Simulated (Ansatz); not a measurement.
A run for Ansatz (an electronic-structure program): R-PBE/def2-TZVPP on H7NSi2 (SMILES [SiH3]N[SiH3]).

Ansatz 0.2 input:
```yaml
crystal:
  periodic: [false, false, false]
  atoms:
    - {symbol: Si, position_ang: [1.54589656, -0.07710461, 0.25540184]}
    - {symbol: N, position_ang: [0.06114089, 0.26751118, -0.56278736]}
    - {symbol: Si, position_ang: [-1.56707619, -0.02610596, -0.05714405]}
    - {symbol: H, position_ang: [1.22530691, -0.95207489, 1.40345295]}
    - {symbol: H, position_ang: [2.49985804, -0.76121796, -0.65164232]}
    - {symbol: H, position_ang: [2.21949154, 1.14759422, 0.75701769]}
    - {symbol: H, position_ang: [0.15639970, 0.77143242, -1.43511725]}
    - {symbol: H, position_ang: [-1.51506568, -0.95471711, 1.09236357]}
    - {symbol: H, position_ang: [-2.27225255, 1.21261949, 0.35987606]}
    - {symbol: H, position_ang: [-2.35369923, -0.62793674, -1.16142111]}
basis:
  gaussian:
    orbitals: def2-TZVPP
hamiltonian:
  xc: {name: PBE}
scf: {lower_state_search: off}
```

Program output:

```
WARN ansatz: RAYON_NUM_THREADS=2 ignored (pool sized by the plan → 2); use --threads N
Functional definition: PBE
these checks for a lower state are left out or cut short: stability, starts, cluster_reference, orbital_swaps, neighbouring_geometries, increment
integrals: 0.13 GiB planned
1144 factors; their error is unknown
mean field: 0.90 GiB planned
mean field evaluation 1: about -17341.3073 eV, gradient 7.1e1 eV
mean field evaluation 2: about -17302.9971 eV, gradient 1.3e2 eV
mean field evaluation 4: about -17350.9012 eV, gradient 4.8e0 eV
mean field evaluation 8: about -17350.9661 eV, gradient 6.7e-2 eV
mean field evaluation 16: about -17350.9322 eV, gradient 1.2e-5 eV
mean field -17350.93216074 eV, -637.6349960231 hartree, gradient 4.7e-6 eV, S^2 0.000000; 0 other end points of the search recorded, 0 dependent functions left out
reference -17350.93220562 eV, -637.6349976722 hartree; 21, 21 occupied and 192, 192 virtual orbitals, 1144 factors
Total energy: -17350.93220562 eV, -637.6349976722 hartree
Checks for a lower state left out: stability, starts, cluster_reference, orbital_swaps, neighbouring_geometries, increment
```

The calculation finished and met its thresholds.

Cost: around 1.4 core-seconds (rough).
